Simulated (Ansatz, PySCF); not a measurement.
Dimer: H2S (SMILES S) (first 3 atoms) with C3H6 (SMILES C=CC); geometry from B3LYP-D3(BJ)/def2-TZVP, rigid monomers moved along the line of their centres of mass till H2···C4 is 3.68 Å.
(charge 0, multiplicity 1):
```xyz
12

S      0.12225     0.46332     0.72927
H      0.65053     0.15305     1.92706
H      1.24510     0.13301     0.07201
C      1.09953     0.02543     5.57567
C      0.00145    -0.71386     5.46637
C     -1.37154    -0.18288     5.20645
H      1.06620     1.10573     5.48663
H      2.06764    -0.42052     5.76410
H      0.08533    -1.79313     5.56366
H     -2.05558    -0.45810     6.01405
H     -1.36984     0.90385     5.11310
H     -1.78551    -0.60719     4.28704
```

Counterpoise-corrected where a basis set is named; no monomer relaxation.

Cores are frozen in the correlated methods.

Codes used: Ansatz (Gaussian basis) for Hartree–Fock, density functionals and correlated methods; PySCF for the dispersion terms. Each number belongs to the level named beside it.

PBE/def2-TZVPPD gives -0.73 kcal/mol for the interaction energy.

**Question.** Where do these levels fall relative to PBE: PBE-D3(BJ)/def2-TZVPPD, r2SCAN/def2-TZVPPD, B3LYP/def2-TZVPPD, wB97M-V/def2-TZVPPD, MP2/aug-cc-pV(D+d)Z, CCSD(T)/aug-cc-pV(D+d)Z.

**Answer.** PBE-D3(BJ)/def2-TZVPPD -0.52; r2SCAN/def2-TZVPPD -0.02; B3LYP/def2-TZVPPD 0.40; wB97M-V/def2-TZVPPD -0.27; MP2/aug-cc-pV(D+d)Z -0.35; CCSD(T)/aug-cc-pV(D+d)Z -0.23 kcal/mol. 1 of 6 lie above PBE; the widest gap is to PBE-D3(BJ)/def2-TZVPPD.

Ansatz is a quantum-chemistry and plane-wave program.
